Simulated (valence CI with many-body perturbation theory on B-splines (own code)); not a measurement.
# N III: input, log and results

Method: valence CI with perturbative core correlation (CI+MBPT): three valence electrons over a frozen Dirac-Fock core [He], radial functions for each j: 11 s, 11 p, 9 d, 7 f, 5 g, 2 h, 1 i, with the one-electron correlation potential Σ1 (screened to all orders), the two-electron term Σ2, the three-electron term Σ3, Breit, model QED; selected single and double excitations, second order for the rest, scaled by the run's own slope (own B-spline code, finite nucleus).

Command, and the settings that its task file holds:

```sh
python run_cv.py task.json out
```

```
atom N  Z=7  mass_number=14  rms_radius_fm=2.5582
core [He]
valence 2s2 2p1
avg = 1
basis = L
breit = 1
cap = 40000
capref = 1200
cscale = 1
de = 0.0
dress = 0
eps = 2e-08
extrap = 1
h = 0.27
hh = 1
l2 = 3
lcore = 6
maxit = 60
n2 = 5
natural = 1
nlev = 60
nno = [7, 7, 6, 5, 4, 2, 1]
nroot = 26
nsp = [4, 4, 3, 2, 1, 0, 0]
pt2 = 1
qed = 1
rpa = 1
s1 = 1
s2 = 1
s3 = 1
screen = 1
tol = 2e-05
whole = 1
```

Q: Roughly how long does this run take on one core of Intel(R) Xeon(R) Processor @ 2.30GHz, and how much memory?

A: 110 s on 1 thread of Intel(R) Xeon(R) Processor @ 2.30GHz, with other jobs on the host, peak memory 0.72 GiB.

Log. The first blocks belong to the next ion, which gives the ionisation energy. Fields: 2J, parity (1 odd), roots, reference size, generating configurations, candidates as configurations/state functions, variational space P, stored matrix elements, Davidson steps; e2 is the range of second-order energies in hartree. The first line gives the box (bohr), its intervals, the orbitals and the steps of their self-consistent field. Window is the range of levels sought, series limit the energy at which the first omitted orbital would enter, core excitation an estimate of the first excitation out of the core, left out the lowest levels not solved, and shifts from estimates the range by which levels moved from their first estimate, all in cm⁻¹.

```
rmax 28.1 intervals 68 orbitals 81 references ['2s2 2p', '2s 2p2'] scf 7 t 0.7
2J=0 par=0 roots 2 ref 18 generators 8 cand 314/314 P 332/332 nnz 0 it 0
2J=0 par=0 roots 2 ref 18 generators 18 cand 15/15 P 347/347 nnz 0 it 0
   second order: generators 27 cand 35/35 e2 -0.00000 -0.00000
reference levels 164, estimated 164, window 338108 1/cm; series limit 342005, core excitation 3318129
2J=1 par=1 roots 12 ref 19 generators 57 cand 3613/5433 P 5556/8197 nnz 5.5e+06 it 8
2J=1 par=1 roots 12 ref 19 generators 144 cand 3330/5110 P 8886/13307 nnz 1.3e+07 it 9
   second order: generators 263 cand 17787/27453 e2 -0.00008 -0.00000
2J=3 par=1 roots 16 ref 27 generators 65 cand 2848/5606 P 4204/8186 nnz 6.5e+06 it 11
2J=3 par=1 roots 16 ref 27 generators 164 cand 5423/11843 P 9627/20029 nnz 3e+07 it 11
   second order: generators 291 cand 25087/55826 e2 -0.00010 -0.00000
2J=1 par=0 roots 11 ref 22 generators 52 cand 3286/4939 P 5041/7451 nnz 5e+06 it 13
2J=1 par=0 roots 11 ref 22 generators 120 cand 2486/3775 P 7527/11226 nnz 9.7e+06 it 13
   second order: generators 229 cand 17983/27553 e2 -0.00008 -0.00001
2J=3 par=0 roots 12 ref 27 generators 51 cand 2589/5501 P 3995/8175 nnz 6.7e+06 it 15
2J=3 par=0 roots 12 ref 27 generators 130 cand 4596/9982 P 8591/18157 nnz 2.5e+07 it 15
   second order: generators 218 cand 25617/56605 e2 -0.00010 -0.00001
2J=5 par=0 roots 9 ref 22 generators 42 cand 2430/5614 P 3818/8307 nnz 6.8e+06 it 11
2J=5 par=0 roots 9 ref 22 generators 100 cand 4249/10032 P 8067/18339 nnz 2.6e+07 it 12
   second order: generators 188 cand 29070/74887 e2 -0.00009 -0.00001
2J=5 par=1 roots 10 ref 19 generators 51 cand 2518/5811 P 3785/8462 nnz 7e+06 it 8
2J=5 par=1 roots 10 ref 19 generators 120 cand 4526/11277 P 8311/19739 nnz 3e+07 it 12
   second order: generators 227 cand 29602/76740 e2 -0.00012 -0.00002
2J=7 par=0 roots 3 ref 10 generators 20 cand 2308/5425 P 3438/8189 nnz 6.3e+06 it 5
2J=7 par=0 roots 3 ref 10 generators 43 cand 1637/3822 P 5075/12011 nnz 1.2e+07 it 9
   second order: generators 83 cand 25418/68347 e2 -0.00004 -0.00001
2J=7 par=1 roots 6 ref 10 generators 38 cand 2383/6036 P 3645/8745 nnz 7.3e+06 it 6
2J=7 par=1 roots 6 ref 10 generators 92 cand 2925/7930 P 6570/16675 nnz 2.3e+07 it 10
   second order: generators 168 cand 29798/81170 e2 -0.00005 -0.00002
2J=9 par=1 roots 2 ref 2 generators 11 cand 1025/2269 P 2315/4799 nnz 3e+06 it 4
2J=9 par=1 roots 2 ref 2 generators 33 cand 1253/3064 P 3568/7863 nnz 7.1e+06 it 5
   second order: generators 56 cand 22056/60970 e2 -0.00004 -0.00002
2J=9 par=0 roots 2 ref 5 generators 17 cand 903/2379 P 2004/5381 nnz 3.8e+06 it 5
2J=9 par=0 roots 2 ref 5 generators 34 cand 1005/2846 P 3009/8227 nnz 8.1e+06 it 8
   second order: generators 62 cand 26477/68948 e2 -0.00004 -0.00001
left out: unestimated none, estimated 371105, shifts from estimates -72 to 109
operators 0.2
```

The Davidson iterations converged.

Against 59 measured levels this calculation errs by 57 cm⁻¹ on average and by 133 at most. These come from a selection out of Moore, Selected Tables of Atomic Spectra, NSRDS-NBS 3, section 5. Levels without a partner in it may be off by more.

```
Valence energy                            : -8.187971 hartree
Ionisation energy                         : 47.442 eV (NIST: 47.4453 eV (semi-empirical))
Reference configurations for the orbitals : 2s2 2p, 2s 2p2
Radial orbitals                           : 81
Box radius                                : 28.1 bohr
Largest variational space                 : 20029
Lowest levels                             : 2s2 2p 2P°_1/2 0.0, 2s2 2p 2P°_3/2 174, 2s 2p2 4P_1/2 57135, 2s 2p2 4P_3/2 57195, 2s 2p2 4P_5/2 57275, 2s 2p2 2D_5/2 101078, 2s 2p2 2D_3/2 101085, 2s 2p2 2S_1/2 131130, 2s 2p2 2P_1/2 146009, 2s 2p2 2P_3/2 146117, 2p3 4S°_3/2 186825, 2p3 2D°_5/2 203131, 2p3 2D°_3/2 203147, 2s2 3s 2S_1/2 221261 cm⁻¹
```
